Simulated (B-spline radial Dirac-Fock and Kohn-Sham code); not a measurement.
X-ray scattering factor of Re¹⁵⁺

System: Re¹⁵⁺, configuration [Kr] 4d10 4f12 5s2.

Level of theory: Dirac-Fock densities; a radial finite-basis atomic code. f₀ is the Fourier transform of the spherical electron density, S the Waller-Hartree incoherent function, and s = sin θ/λ.

```csv
s (Å⁻¹),f₀,S
0,60.000,0.000
0.05,59.794,0.200
0.1,59.186,0.779
0.15,58.197,1.684
0.2,56.866,2.837
0.25,55.238,4.152
0.3,53.370,5.553
0.35,51.316,6.981
0.4,49.136,8.397
0.45,46.881,9.784
0.5,44.599,11.136
0.6,40.115,13.750
0.7,35.924,16.264
0.8,32.161,18.670
0.9,28.879,20.940
1,26.078,23.057
1.1,23.726,25.029
1.2,21.775,26.879
1.4,18.842,30.291
1.6,16.819,33.370
1.8,15.318,36.098
2,14.071,38.450
2.5,11.303,42.891
3,8.892,45.958
3.5,7.093,48.264
4,5.925,50.088
5,4.712,52.775
6,3.962,54.617
```

f₀ starts at the number of electrons, 60, and has fallen to half at s ≈ 0.87 Å⁻¹. The sum of ⟨r²⟩ over the electrons is 11.20 bohr².

Values without a named source are computed, but for edge energies of neutral atoms, which are taken from tables.
